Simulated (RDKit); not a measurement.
Input for RDKit: UFF on C3H8O2 (SMILES COCOC), a point of a torsion scan.

```python
from rdkit import Chem
from rdkit.Chem import AllChem, rdDetermineBonds

blocks = [
'''13

C     2.09476838    0.42222915   -0.10859596
O     1.39712089   -0.62407576    0.53651574
C     0.01774245   -0.45858052    0.68369803
O    -0.43268125    0.74990790    0.14872589
C    -1.81740149    0.92554151    0.29498163
H     2.00164425    1.36384827    0.43886047
H     1.73991087    0.56981583   -1.13197658
H     3.13437393    0.10126922   -0.11957653
H    -0.48977540   -1.30895988    0.18222756
H    -0.22481752   -0.50927881    1.76570223
H    -2.10688821    0.93050330    1.35295332
H    -2.37416736    0.13222554   -0.21861799
H    -2.05218331    1.88793046   -0.15395481
''',
]
mol = None
for b in blocks:
    f = Chem.MolFromXYZBlock(b)
    rdDetermineBonds.DetermineBonds(f, charge=0)
    mol = f if mol is None else Chem.CombineMols(mol, f)
Chem.SanitizeMol(mol)
print(Chem.MolToSmiles(Chem.RemoveHs(mol)))
ff = AllChem.UFFGetMoleculeForceField(mol, vdwThresh=100.0, ignoreInterfragInteractions=False)
e = ff.CalcEnergy()
print(f'UFF energy {e:.6f} kcal/mol')
```

It printed:

```
COCOC
UFF energy 20.464322 kcal/mol
```

The run finished.

Cost: very roughly 0.020 core-seconds.
